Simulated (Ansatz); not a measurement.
AsMe2(NMe2) (C₄H₁₂AsN). Total charge 0; singlet. Geometry r2SCAN-D4/def2-SVP; atoms count from 1.

Cartesian coordinates in Å:
```
As -0.7120 -0.6462 -0.7311
C 0.6768 -2.0285 -0.5493
H 1.3801 -1.9954 -1.3938
H 0.1907 -3.0161 -0.5495
H 1.2209 -1.8805 0.3961
C -1.6570 -1.1195 0.9286
H -0.9686 -1.0302 1.7832
H -2.0128 -2.1578 0.8439
H -2.5317 -0.4716 1.0840
N 0.3249 0.7569 0.0405
C -0.4817 1.9011 0.4245
C 1.4243 1.1669 -0.8145
H 0.1483 2.6219 0.9766
H -1.2951 1.5956 1.1008
H -0.9343 2.4514 -0.4328
H 2.0528 0.3032 -1.0825
H 1.1080 1.6687 -1.7583
H 2.0663 1.8802 -0.2665
```

Estimate the Mulliken populations from the PBE0/def2-TZVP orbitals of Ansatz.


```tsv
atom	charge (e)
As1	0.31
C2	-0.50
H3	0.14
H4	0.14
H5	0.15
C6	-0.50
H7	0.15
H8	0.14
H9	0.14
N10	-0.26
C11	-0.31
C12	-0.31
H13	0.12
H14	0.13
H15	0.11
H16	0.13
H17	0.11
H18	0.12
```
Mulliken values depend strongly on the basis.

And the Mayer bond orders between heavy atoms (over 0.3)?

As1–C2 0.99 (1.97 Å); As1–C6 0.98 (1.97 Å); As1–N10 0.92 (1.91 Å); N10–C11 0.99 (1.45 Å); N10–C12 0.99 (1.45 Å).
